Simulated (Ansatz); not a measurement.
Diatomic MgCl, multiplicity 2 (the spin of the measured ground state).

Constants: fifth-degree fit in 1/R to seven points, most abundant isotopes. Runs in def2 and cc sets follow the lowest solution found near the PBE0 minimum.

Correlated levels freeze the inner cores; with def2 sets outer-core shells near the valence are correlated too.

Run with Ansatz (Gaussian basis) for Hartree–Fock, density functionals and correlated methods. Values without a source in brackets are computed.

**Question.** What bond length and harmonic frequency does PBE0/def2-TZVPP give, and what D_e (from each atom's lowest state at the same level)?

**Answer.** r_e = 2.211 Å, ω_e = 457 cm⁻¹, D_e = 3.35 eV.

**Question.** What bond length and harmonic frequency does CCSD/def2-QZVPP give, and what D_e (from each atom's lowest state at the same level)?

**Answer.** r_e = 2.199 Å, ω_e = 467 cm⁻¹, D_e = 3.20 eV.

**Question.** What bond length and harmonic frequency does CCSD(T)/def2-QZVPP give, and what D_e (from each atom's lowest state at the same level)?

**Answer.** r_e = 2.201 Å, ω_e = 464 cm⁻¹, D_e = 3.28 eV.

Measured for the ground state: r_e 2.1991 Å, ω_e x_e 2.1 cm-1, B_e 0.24502 cm-1, α_e 0.00158 cm-1 [Huber and Herzberg (1979), NIST Chemistry WebBook].

Ansatz is a quantum-chemistry and plane-wave program.
